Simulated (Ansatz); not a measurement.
`O[SiH](F)CF` + H–F → `FC[SiH](F)F` + H₂O at 500 K and 1 bar (ligand exchange at the Si–O bond).

Calculated with Ansatz (gas phase, PBE0-D4/def2-TZVP geometries, no zero-point term in ΔE). CBS: MP2 limit from def2 TZ/QZ plus the TZ coupled-cluster correction, frozen cores. This one scheme is used for every species. One conformer a species, not always the lowest.

| species | CCSD(T)/CBS energy (Eh) | H − E (kJ/mol) | S (J/(mol·K)) |
| --- | --- | --- | --- |
| `O[SiH](F)CF` | -604.40864 | 190.6 | 396.0 |
| H–F | -100.39570 | 39.4 | 188.7 |
| `FC[SiH](F)F` | -628.43886 | 156.9 | 383.3 |
| H₂O | -76.37941 | 73.2 | 206.3 |

H − E and S are ideal-gas, rigid-rotor, harmonic terms from PBE0-D4/def2-TZVP, for one conformer and one mirror image of each species. 1 Eh = 2625.50 kJ/mol, R = 8.31446 J/(mol·K).

Task: By hand: ΔE, ΔH, ΔS and ΔG.

Result: ΔE = (-628.43886) + (-76.37941) − (-604.40864) − (-100.39570) = -0.01393 Eh = -36.6 kJ/mol. Δ(H − E) = 156.9 + 73.2 − 190.6 − 39.4 = 0.1, so ΔH = -36.5 kJ/mol. ΔS = 383.3 + 206.3 − 396.0 − 188.7 = 4.9 J/(mol·K). ΔG = -36.5 − 500 × (4.9)/1000 = -39.0 kJ/mol.

Task: By hand: the equilibrium constant, and the temperature at which ΔG would vanish if ΔH and ΔS stayed fixed.

Result: log₁₀ K = −ΔG/(RT ln 10) = 4.1. ΔH and −TΔS have one sign here, so there is no such temperature. One of them is within its doubt of zero, so this could turn.

The number of gas molecules stays the same, so ΔS is small and ΔH decides. A doubt of 5 kJ/mol in ΔE shifts log₁₀ K by 0.5 here. Other conformers and mirror images would add mixing entropy, several J/(mol·K) or more a flexible species. Modes under 60 cm⁻¹, often nearly free rotors, make the harmonic entropy too high. These are equilibria of isolated gas molecules and say nothing of rates. Largest T1 diagnostic: 0.012 (customary marks: 0.02 for closed shells, 0.045 for open ones).
